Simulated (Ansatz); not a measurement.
## GeH3F (GeFH3): the electronic atomisation energy, rung by rung

The species is GeH3F (5 atoms), meant as a singlet with charge 0. As SMILES, `[H][Ge]([H])([H])[F]`. The shape comes from GFN2-xTB, which is rough for such elements, and wasn't checked as a minimum.

Each level gives the electronic atomisation energy (eV). The values are calculated. Electronic energies at fixed atoms, without zero-point motion or spin-orbit coupling.

```json
{"level": "BHLYP/STO-3G", "kind": "global hybrid", "program": "Ansatz", "value (eV)": "18.46", "less FCI/STO-3G": "+2.58", "CPU time (all runs)": "2.7 s"}
{"level": "PBE0/STO-3G", "kind": "global hybrid", "program": "Ansatz", "value (eV)": "18.86", "less FCI/STO-3G": "+2.98", "CPU time (all runs)": "4.9 s"}
{"level": "r2SCAN0/STO-3G", "kind": "hybrid meta-GGA", "program": "Ansatz", "value (eV)": "18.76", "less FCI/STO-3G": "+2.88", "CPU time (all runs)": "18 s"}
{"level": "HSE06/STO-3G", "kind": "range-separated hybrid", "program": "Ansatz", "value (eV)": "18.88", "less FCI/STO-3G": "+3.00", "CPU time (all runs)": "8.1 s"}
{"level": "wB97M-V/STO-3G", "kind": "range-separated hybrid", "program": "Ansatz", "value (eV)": "19.83", "less FCI/STO-3G": "+3.95", "CPU time (all runs)": "41 s"}
{"level": "wB97X/STO-3G", "kind": "range-separated hybrid", "program": "Ansatz", "value (eV)": "18.87", "less FCI/STO-3G": "+2.99", "CPU time (all runs)": "19 s"}
{"level": "MP2/STO-3G", "kind": "perturbation theory", "program": "Ansatz", "value (eV)": "15.38", "less FCI/STO-3G": "-0.50", "CPU time (all runs)": "0.34 s"}
{"level": "FCI/STO-3G", "kind": "exact in the basis", "program": "Ansatz", "value (eV)": "15.88", "less FCI/STO-3G": "0.00", "CPU time (all runs)": "13 s"}
```

FCI/STO-3G is exact within its basis and frozen core, so for wave-function methods in that basis the difference is their error; functionals converge differently with the basis, so for them it is only a difference. All-electron rows without a relativistic Hamiltonian named are non-relativistic. The values span 15.38 to 19.83 eV. Spin contamination of the reference (⟨S²⟩ at least 0.1 too high) touches PBE0/STO-3G, r2SCAN0/STO-3G, HSE06/STO-3G, wB97M-V/STO-3G, wB97X/STO-3G. All rows use very small basis sets, so even the best lies far from the true value. In the correlated wave-function rows the outer d shell of Ge is correlated, in sets not made for it. Times are those of the runs behind each value, whatever else they computed, on shared processors of several kinds: orders of magnitude only.
